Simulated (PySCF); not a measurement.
## Spin–spin coupling constants

Geometry:
```tsv
atom	x (Å)	y (Å)	z (Å)
C1	2.056	-0.362	-0.671
Ge2	0.730	0.339	0.578
C3	-0.820	1.217	-0.287
C4	-1.562	-0.141	-0.206
C5	-0.799	-0.870	0.928
H6	2.679	0.451	-1.072
H7	1.549	-0.859	-1.511
H8	2.713	-1.093	-0.177
H9	1.420	1.040	1.771
H10	-1.264	1.968	0.385
H11	-0.726	1.660	-1.289
H12	-1.427	-0.690	-1.153
H13	-2.651	-0.059	-0.047
H14	-0.690	-1.958	0.819
H15	-1.236	-0.661	1.917
```

Couplings: B3LYP/pcJ-1 (pcSseg-1 on Ge) (without the spin–dipole term) in PySCF 2.14.0 with density-fitted response routines, geometry PBE0-D3(BJ)/def2-SVP; gas phase, one conformer, non-relativistic. Couplings are averaged over pairs made equivalent by symmetry, fast rotation or ring inversion, so a value needn't be that of the named pair in this geometry, while other rotamers aren't included; one pair stands for each set, and the list holds a selection of those of at least 0.8 Hz over up to four bonds.

Isotopes: ¹³C, ¹H.

```csv
pair,bonds,J (Hz)
"C1, H6",1,135.9
"C3, C4",1,?
"C3, H10",1,138.1
"C3, H11",1,?
"C4, H12",1,132.7
"C4, H13",1,139.9
"C1, C3",2,1.5
"C3, C5",2,2.4
"C3, H9",2,4.8
"C3, H12",2,?
"C3, H13",2,-1.9
"C4, H10",2,?
"H6, H7",2,-13.3
"H10, H11",2,-13.3
"H12, H13",2,-14.4
"C1, H10",3,3.4
"C1, H11",3,0.9
"C3, H6",3,2.5
"C3, H14",3,13.4
"C4, H9",3,4.1
"H6, H9",3,?
"H10, H13",3,?
"H11, H12",3,?
"H9, H13",4,8.3
"H10, H14",4,?
"H11, H14",4,4.4
```

Q: Estimate the withheld couplings, with signs.

A: 
- ¹J(C3,C4) = 30.8 Hz (bond length 1.549 Å)
- ¹J(C3,H11) = 146.1 Hz (bond length 1.099 Å, sp3 carbon)
- ²J(C3,H12) = -3.4 Hz (angle at C4 109°)
- ²J(C4,H10) = -3.9 Hz (angle at C3 112°)
- ³J(H6,H9) = 2.6 Hz (mean over equivalent pairs that range from -0.9 to 9.5 Hz in this conformer)
- ³J(H10,H13) = 11.3 Hz (dihedral angle 35°)
- ³J(H11,H12) = 10.4 Hz (dihedral angle 29°)
- ⁴J(H10,H14) = -1.5 Hz

Relativistic effects of the heavier atoms present are left out.
